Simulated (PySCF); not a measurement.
Stretching EuB

Set-up: basis Eu x2c-TZVPall, B x2c-TZVPall; spin-free X2C with a Gaussian nucleus; PySCF 2.14. Energies in eV from Eu (4f7 6s2) + B in their ground configurations at the same level. State: 2S+1 = 11, about 7.0 electrons in the 4f shell (Mulliken).

All columns are PBE0. A positive dipole means Eu(−)B(+).

```csv
R (Å),E (eV),μ (D),Mulliken charge on Eu (basis-dependent),HOMO (eV),LUMO (eV),Mayer bond order,⟨S²⟩
2.049,-0.901,-4.12,0.48,-3.86,-1.85,1.87,30.00
2.145,-1.215,-4.60,0.49,-3.94,-1.86,1.82,30.01
2.240,-1.395,-5.00,0.50,-4.02,-1.89,1.78,30.01
2.312,-1.461,-5.24,0.49,-4.07,-1.92,1.75,30.01
2.383,-1.481,-5.44,0.48,-4.13,-1.94,1.72,30.01
2.454,-1.462,-5.60,0.47,-4.17,-1.97,1.68,30.01
2.550,-1.393,-5.76,0.46,-4.10,-2.00,1.62,30.01
2.669,-1.255,-5.92,0.45,-4.03,-2.03,1.54,30.01
2.812,-1.047,-6.09,0.44,-3.95,-2.05,1.43,30.01
3.003,-0.739,-6.39,0.44,-3.85,-2.14,1.27,30.01
```

A fit through these points gives, at Re = 2.381 Å, μ = -5.43 D and dμ/dR = -2.50 D/Å; the reduced mass is 10.27 u.

Problem. How strong is the fundamental in the double-harmonic approximation, I = 42.26·(dμ/dR)²/μred km/mol?

Solution. I = 42.26·(-2.50)²/10.27 = 25.7 km/mol at PBE0.

Spin–orbit coupling is left out, which matters for elements this heavy, above all for dissociation energies. The state is the lowest single determinant that the PBE0 search found; with open d or f shells the true ground state can be another one.
